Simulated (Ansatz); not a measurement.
A structure relaxed at PBE-D4/def2-SVP in Ansatz, charge 0, singlet:

Cartesian coordinates in Å:
```
Si 0.083 -2.428 -0.656
Sn -2.941 0.696 0.517
Sn 1.458 0.262 2.682
Sn 0.971 1.830 -1.605
Sn 1.410 -2.317 1.571
Sn -2.443 -1.938 -0.324
Sn 1.118 -0.854 -2.442
Sn -1.733 2.521 -1.245
Sn 2.414 2.111 0.795
H 0.196 -3.848 -1.169
H -2.295 0.926 2.109
H -4.653 0.966 0.611
H 2.446 0.268 4.110
H -0.145 0.716 3.162
H 1.673 2.850 -2.831
H 0.738 -3.452 2.699
H 3.046 -2.804 1.257
H -3.104 -3.071 0.813
H -3.253 -2.189 -1.838
H 0.272 -1.056 -3.944
H 2.774 -1.303 -2.711
H -2.546 2.440 -2.777
H -1.884 4.151 -0.667
H 4.091 1.785 0.489
H 2.305 3.738 1.394
```

**Question.** Give its formula and point group.

**Answer.** SiSn₈H₁₆, an alloyed cluster cut from the lattice of tin (1 Si, core). Point group Cs (tolerance 0.1 Å).

**Question.** Summarise the bond lengths by kind (pairs closer than 1.2 times the sum of covalent radii, bridged metal pairs left out).

**Answer.** 7 × Sn–Sn 2.81 Å; 3 × Si–Sn 2.59 to 2.60 Å; 15 × H–Sn 1.73 to 1.74 Å; 1 × H–Si 1.51 Å.

In the def2 sets Sn takes a core potential; there is no spin–orbit coupling.
